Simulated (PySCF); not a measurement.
# Xe⁺: excitation energy

Xe⁺ [Kr] 4d10 5s2 5p5 (2P) → Xe⁺ [Kr] 4d10 5s1 5p6 (2S), as a difference of total energies. Calculation: PySCF 2.14, in x2c-TZVPPall; scalar relativity by spin-free X2C-1e. Correlated levels: valence: [Kr] 4d10 frozen; valence and next inner shell: [Ar] 3d10 frozen. The calculations carry no spin-orbit coupling.

```
                            method  excitation energy (eV)
                               UHF                  14.894
                               PBE                  12.106
                              PBE0                  12.817
                            r2SCAN                  12.567
                             B3LYP                  12.663
                             TPSSh                  12.495
                             wB97X                  13.075
                           wB97X-V                  13.106
                              ROHF                  14.888
                     MP2 (valence)                  13.129
                 SCS-MP2 (valence)                  12.923
MP2 (valence and next inner shell)                  12.557
```

Task: Estimate what LDA gives.

Result: 12.098 eV, closest to PBE among the rows shown.

Task: Estimate what SCS-MP2 (valence and next inner shell) gives.

Result: 12.442 eV, closest to TPSSh among the rows shown.

Errors of the correlated levels include the incompleteness of this basis and the frozen core.

Every method misses the reference by a wide margin, which points to the basis or the choice of state and not to the methods.

For comparison: 10.831 eV (measured; NIST levels, between the centres of gravity of the two terms).
